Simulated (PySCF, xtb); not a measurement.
BrClH4N2Si, SMILES N[Si](N)(Cl)Br.

GFN2-xTB run with xtb 6.7.1 at its own geometry gives an orbital gap of 6.77 eV and a dipole moment of 5.63 D.

Geometry optimised at PBE0-D3(BJ)/def2-SVP. The structure was generated by enumeration, and PubChem lists no compound with its InChIKey, so it may never have been made. The values are those of a single conformer.

Q: What does PBE/def2-TZVP in PySCF give? (An estimate is asked for; the answer gives what the named calculation found.)

A: gap 5.93 eV (levels -6.48 and -0.55 eV), dipole 2.40 D.
